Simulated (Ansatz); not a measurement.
Species: LiI, charge 0, multiplicity 1. 
Geometry from a B3LYP-D3(BJ)/def2-TZVP (Ansatz, a quantum-chemistry and plane-wave program) optimisation:
```xyz
2

Li     0.0000     0.0000    -2.2643
I      0.0000     0.0000     0.1282
```
Charge 0, spin multiplicity 1.

Computed values are from Ansatz. Valence correlation only, unless marked. Open shells are spin-unrestricted. Spin-orbit coupling is left out. The frozen core is the preceding noble-gas configuration, with the filled d and f shells of earlier blocks. In def2 rows, elements after Kr have scalar-relativistic effective core potentials. Basis-set limits of correlation are two-point, X^-3; Hartree-Fock from the larger set.

Question: What is the dipole moment at CCSD(T)/def2-SVPD?

Answer: 7.50 D.

Question: What is the T1 diagnostic at CCSD/def2-QZVPPD?

Answer: 0.005.

Question: What is the atomisation energy De at CCSD(T)/CBS(def2-TZVPPD,def2-QZVPPD)?

Answer: 89.9 kcal/mol.

Question: What is the total energy at CCSD(T)/CBS(def2-TZVPPD,def2-QZVPPD)?

Answer: -304.4028 Eh.
